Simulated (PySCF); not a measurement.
**The third ionisation energy along group 16**

All values are computed (PySCF 2.14, energy differences of UHF-based or UKS calculations, no spin-orbit coupling). Values in eV. The last column holds reference values (NIST; (s) semi-empirical, (t) theoretical, else measured). Unmarked ones compare directly (S terms, centres of terms, or small fine structure); those marked * lie between the lowest fine-structure levels and include a spin-orbit shift.

```json
{"element": "O (x2c-QZVPPall with one added diffuse shell each of s, p, d, f type, spin-free X2C)", "configurations": "[He] 2s2 2p2 → [He] 2s2 2p1", "UHF": "54.609", "MP2 (valence)": "55.040", "LDA": "55.420", "PBE": "55.270", "PBE0": "55.305", "r2SCAN": "55.602", "reference": "54.936 (s) *"}
{"element": "S (x2c-QZVPPall with one added diffuse shell each of s, p, d, f type, spin-free X2C)", "configurations": "[Ne] 3s2 3p2 → [Ne] 3s2 3p1", "UHF": "34.150", "MP2 (valence)": "34.676", "LDA": "34.867", "PBE": "34.822", "PBE0": "34.865", "r2SCAN": "35.013", "reference": "34.86 ± 0.04 (s) *"}
{"element": "Se (x2c-QZVPPall with one added diffuse shell each of s, p, d, f type, spin-free X2C)", "configurations": "[Ar] 3d10 4s2 4p2 → [Ar] 3d10 4s2 4p1", "UHF": "30.997", "MP2 (valence)": "31.429", "LDA": "31.755", "PBE": "31.566", "PBE0": "31.629", "r2SCAN": "31.829", "reference": "31.697 ± 0.019 *"}
{"element": "Te (x2c-QZVPPall with one added diffuse shell each of s, p, d, f type, spin-free X2C)", "configurations": "[Kr] 4d10 5s2 5p2 → [Kr] 4d10 5s2 5p1", "UHF": "26.963", "MP2 (valence)": "27.331", "LDA": "27.733", "PBE": "27.501", "PBE0": "27.568", "r2SCAN": "27.685", "reference": "27.84 ± 0.04 *"}
```

"Valence" correlates the outer s and p shells and, in groups 3 to 12 and the f block, the outer d or f shell, open or full, or the next shell where the ion has no valence electron left; the wider scheme adds the next inner shell.
